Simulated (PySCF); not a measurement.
UHF on Br⁺ (bromine, charge +1)

Configuration: [Ar] 3d10 4s2 4p4, high-spin 3P determinant. All numbers are calculated (PySCF 2.14, scalar relativity by spin-free X2C-1e, in x2c-QZVPPall with one added diffuse shell each of s, p, d, f type (12s9p6d5f1g, 113 functions)).

* Total energy: -2604.109324 hartree
* One-electron energy: -3608.7552 hartree
* Hartree (Coulomb) energy: 1095.5749 hartree
* Exchange energy: -90.9290 hartree
* ⟨S²⟩: 2.0092
* ⟨L²⟩: 2.036
* Sum of ⟨r⟩: 22.96 bohr
* Sum of ⟨r²⟩: 31.52 bohr²
* Traceless quadrupole moment −½Σ⟨3z² − r²⟩ along its main axis: -1.76 e·bohr²
* Langevin diamagnetic susceptibility: -25.0 ×10⁻⁶ cm³/mol

```
shell  electrons  mean orbital energy (hartree)  spread (hartree)  rms radius, mean of both spins (bohr)
 1s α          1                     -498.64805                 0                                 0.0492
 1s β          1                     -498.63793                 0                                 0.0492
 2s α          1                      -67.51167                 0                                  0.205
 2s β          1                      -67.50624                 0                                  0.205
 2p α          3                      -59.41342           0.00846                                  0.183
 2p β          3                      -59.40186           0.00402                                  0.183
 3s α          1                      -10.61476                 0                                  0.588
 3s β          1                      -10.59659                 0                                  0.588
 3p α          3                       -7.96867           0.02534                                  0.607
 3p β          3                       -7.94400           0.00539                                  0.607
 3d α          5                       -3.56970           0.02385                                  0.650
 3d β          5                       -3.55716           0.01189                                  0.650
 4s α          1                       -1.49156                 0                                   1.78
 4s β          1                       -1.26729                 0                                   1.78
 4p α          3                       -0.86529           0.07220                                   2.11
 4p β          1                       -0.77540                 0                                   2.11
```

Densities and radii are taken from the X2C orbitals without a picture-change correction, which distorts them close to the nucleus.

Spin-orbit constants ζ (cm⁻¹) from the X2C one-electron operator on these orbitals: bare nucleus, nucleus screened by l(l+1)(2l+1)/3 electrons, and screened by the Breit-Pauli mean field of the electrons.

```tsv
shell	bare	screened nucleus	mean field
2p	262800	247800	n/a
3p	37890	35720	n/a
3d	4671	3336	n/a
4p	2903	2737	n/a
```

To first order the Landé constant is A = -1369 cm⁻¹, so the lowest level has J = 2 and lies 0.170 eV below the centre of the term. This holds in LS coupling only.
